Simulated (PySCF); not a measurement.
# NMR problem set

In vacuum, a single conformation, equivalent nuclei averaged, relativity neglected. GFN2-xTB structure; NMR shieldings at PBE0/pcSseg-1/GIAO; PySCF.

Referencing at the same level of theory: ¹H, ¹³C against TMS. Splittings of carbon signals by F and P are missing where no couplings were computed. Where no couplings were computed, multiplicities follow the n + 1 count of equivalent neighbours, and m marks all less simple cases (inequivalent or close neighbours, rings, F or P nearby). Shifts are as computed. Against solution values, carbons near 30 ppm lie about +3 ppm off and those near 130 ppm about +5 ppm. Of 1211 compounds with measured shifts, 218 miss one by over three times the rms of a fit or turn the order of signals round; such compounds aren't used in these exercises.

**Question.** C$_{9}$H$_{11}$P. ¹H NMR (300 MHz, computed): δ 7.64 (m, 1H), 7.57 (m, 1H), 7.50 (m, 1H), 7.36 (m, 1H), 6.32 (m, 1H), 5.83 (m, 1H), 5.66 (m, 1H), 4.76 (m, 1H), 2.51 (s, 3H). ¹³C{¹H} NMR (computed): δ 148.8 (CH), 143.7 (C), 143.6 (C), 137.7 (CH), 135.6 (CH), 134.8 (CH), 133.4 (CH), 126.3 (CH2), 24.1 (CH3). Identify the compound.

**Answer.** `C=CPc1cccc(C)c1`. 9 carbon signals for 9 carbons: no two carbons are equivalent. Carbon types of the structure: 2 × C, 5 × CH, 1 × CH2, 1 × CH3, leaving 1 H on heteroatoms. δC 148.8: alkene CH; as expected for a trigonal carbon in a double bond. δC 143.7, 143.6: substituted aromatic carbon. δC 137.7, 135.6, 134.8, 133.4: aromatic CH; the aromatic region. δC 126.3: terminal =CH2 carbon; as expected for a trigonal carbon in a double bond.

The shifts were computed for this structure.

**Question.** C$_{7}$H$_{13}$O$_{2}$P. ¹H NMR (400 MHz, computed): δ 3.59 (m, 2H), 3.51 (s, 3H), 2.49 (m, 4H), 1.85 (m, 4H). ¹³C{¹H} NMR (computed): δ 215.0, 82.1, 63.8, 42.5, 32.3. Give a structure.

**Answer.** SMILES COCP1CCC(=O)CC1. 5 carbon signals for 7 carbons: some carbons are equivalent by symmetry or fast rotation. Carbon types of the structure: 1 × C, 5 × CH2, 1 × CH3, which accounts for all hydrogens. δC 215.0: ketone carbonyl carbon; low-lying n→π* states of the double bond to the heteroatom give a large paramagnetic term (-276 ppm). δC 82.1: sp3 CH2 bonded to O and P; deshielded by the electronegative neighbour. δC 63.8: methyl carbon bonded to O; the inductive effect lowers its shielding. δH 2.49: hydrogen on an sp3 CH2 α to a carbonyl; α to C=O.

This is the structure that produced the data.

**Question.** C$_{6}$H$_{15}$OPSi. ¹H NMR (300 MHz, computed): δ 3.83 (m, 3H), 3.54 (s, 3H), 3.31 (m, 1H), 2.39 (m, 2H), 2.20 (m, 2H), 1.42 (m, 2H), 1.30 (m, 2H). ¹³C{¹H} NMR (computed): δ 78.8 (CH), 58.3 (CH3), 33.3 (CH2), 18.8 (CH2). Identify the compound.

**Answer.** SMILES C1(OC)CCP([SiH3])CC1. 4 carbon signals for 6 carbons: some carbons are equivalent by symmetry or fast rotation. Carbon types of the structure: 1 × CH, 4 × CH2, 1 × CH3, leaving 3 H on heteroatoms. δC 78.8: sp3 CH bonded to O; the inductive effect lowers its shielding. δC 58.3: methyl carbon bonded to O; pulled downfield by the heteroatom. δH 3.54: hydrogen on a methyl carbon bonded to O; its carbon carries O, which withdraws density. δH 3.31: hydrogen on an sp3 CH bonded to O; its carbon carries O, an electronegative neighbour.

This is the structure that produced the data.
